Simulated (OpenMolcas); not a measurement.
# Ar⁴⁺: effect of correlating more closed shells

```json
{"Program": "OpenMolcas 26.06", "Basis": "ANO-RCC-VQZP [6s5p3d2f1g]", "Scalar Hamiltonian": "DKH2, point nucleus", "Active space": "4 electrons in 9 orbitals (RAS2 3s 3p; RAS3 3d, at most 2 electrons)", "State averaging": "2S+1 = 3 even, 6 roots; 2S+1 = 1 even, 12 roots; 2S+1 = 5 odd, 1 root; 2S+1 = 3 odd, 9 roots; 2S+1 = 1 odd, 8 roots", "Spin-orbit coupling": "state interaction with AMFI integrals over the reference wave functions, term energies averaged over their components"}
```

Methods on the same reference wave functions:
A. RASSCF
B. MS-RASPT2, IPEA 0.25 Eh, imaginary shift 0.1 Eh (closed shells correlated: none)
C. MS-RASPT2, IPEA 0.25 Eh, imaginary shift 0.1 Eh (closed shells correlated: 2s 2p)

Energies in cm⁻¹ above 3s² 3p² ³P₀, the measured ground level; measured values from Saloman, J. Phys. Chem. Ref. Data 39, 033101 (2010).

```csv
Level,A,B,C,Measured
3s² 3p² ³P₀,0.0,0.0,0.0,0.0
3s² 3p² ³P₁,666,673,674,763
3s² 3p² ³P₂,1815,1819,1820,2029
3s² 3p² ¹D₂,18666,16440,16330,16299
3s² 3p² ¹S₀,41380,38340,38110,37912
3s 3p³ ⁵S°₂,80899,83690,84330,
3s 3p³ ³D°₁,122444,122200,122470,121629
3s 3p³ ³D°₂,122468,122220,122490,121675
3s 3p³ ³D°₃,122561,122320,122590,121803
3s 3p³ ³P°₂,143864,142730,142820,141763
3s 3p³ ³P°₁,143883,142750,142840,141770
3s 3p³ ³P°₀,143884,142750,142840,141893
3s 3p³ ¹D°₂,161840,160010,159840,154211
```

Deviations, from unrounded energies. A percentage is the sum of absolute deviations over the sum of measured energies, with the sign that they share, or ± where signs differ.

| Against measurement | Levels | A | B | C |
| --- | --- | --- | --- | --- |
| mean absolute deviation (cm-1) | 11 | 2000 | 1000 | 1100 |
| fine structure of the ground term (%) | 2 | -11.1 | -10.7 | -10.7 |
| other terms of the ground configuration (%) | 2 | +10.8 | +1.1 | +0.4 |
| other configurations (%) | 7 | +1.7 | +1.1 | +1.2 |

B, C lie about equally close to measurement and A furthest from it. The largest miss of B in the table is 3s 3p³ ¹D°₂, by +5800 cm-1. The ranking rests on the paired levels alone, and a cruder setting can come out closer through cancelling errors.

Between B and C the level of the table that moves most is 3s 3p³ ⁵S°₂, by 630 cm-1 (lowest in B, highest in C). Moves below CASPT2's spread within the term are not significant.

From A to B the spin-free energies of the other terms of 3s² 3p² shown, above ³P, scale by factors of 0.87 to 0.92.

The lowest spin-free term lies below A's lowest term by 0.022 hartree in B, 0.088 hartree in C.

What an inner shell adds also hangs on whether the basis holds functions to correlate it.

CASPT2 breaks the degeneracy within a term, and the mean is taken; among the terms shown or strongly mixed into the levels shown the widest spread is 23 cm-1 (3s 3p³ ³D°, C). Configurations are named by rounded mean occupations; where the s occupation lies near a half they are strongly mixed, a name can repeat and a true partner stay unpaired. Some terms take much of their weight from 3d, a shell meant for correlation, so their names are nominal. Some terms mix strongly with configurations of 3d, whose occupation reaches 0.46 (3s 3p³ ¹D°). Measured partners are found by configuration, term and J. A level has none where our copy of the source lacks it or the pairing is in doubt (some pairs that miss far off the trend of their configuration count as doubtful), and it then counts in no deviation. Only configurations of the active space appear. Levels that lie high or do not pair safely by name in every column are left out.

° marks odd parity.
